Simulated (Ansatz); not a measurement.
Species: sum formula LaOH, charge 0, multiplicity 1. SMILES: [OH][La]
Geometry from a B3LYP-D3(BJ)/def2-TZVP (Ansatz, a first-principles code) optimisation:
```xyz
3

La     0.0000     0.0000    -0.3004
O      0.0000     0.0000     1.7961
H      0.0000     0.0000     2.7541
```
Charge 0, spin multiplicity 1.

Wanted: vertical ionisation energy (to the doublet state of charge +1; each state is the SCF solution reached for its spin; for the singlet the Hartree-Fock reference is unstable and T1 is 0.020), in eV. Valence correlation only, unless marked. Open shells are spin-unrestricted. No spin-orbit coupling. The frozen core is the preceding noble-gas configuration, with the filled d and f shells of earlier blocks. Past Kr the def2 sets carry scalar-relativistic core potentials. CBS(X,Y): correlation extrapolated as X^-3; Hartree-Fock from the larger set.

| level | program | vertical ionisation energy (eV) |
|---|---|---|
| PBE/def2-TZVPD | Ansatz | 5.38 |
| r2SCAN/def2-TZVPD | Ansatz | ___ |
| B3LYP/def2-TZVPD | Ansatz | ___ |
| PBE0/def2-TZVPD | Ansatz | 5.23 |
| BHLYP/def2-TZVPD | Ansatz | ___ |
| CAM-B3LYP/def2-TZVPD | Ansatz | 5.39 |
| wB97M-V/def2-TZVPD | Ansatz | ___ |
| wB97X-V/def2-TZVPD | Ansatz | 5.17 |
| CCSD/def2-SVPD | Ansatz | 5.24 |
| CCSD/def2-TZVPPD | Ansatz | 5.23 |
| CCSD/def2-QZVPPD | Ansatz | 5.24 |
| CCSD(T)/CBS(def2-TZVPPD,def2-QZVPPD) | Ansatz | 5.28 |

What belongs in the gaps?


- r2SCAN/def2-TZVPD, vertical ionisation energy (eV): 4.98
- B3LYP/def2-TZVPD, vertical ionisation energy (eV): 5.49
- BHLYP/def2-TZVPD, vertical ionisation energy (eV): 5.22
- wB97M-V/def2-TZVPD, vertical ionisation energy (eV): 5.40
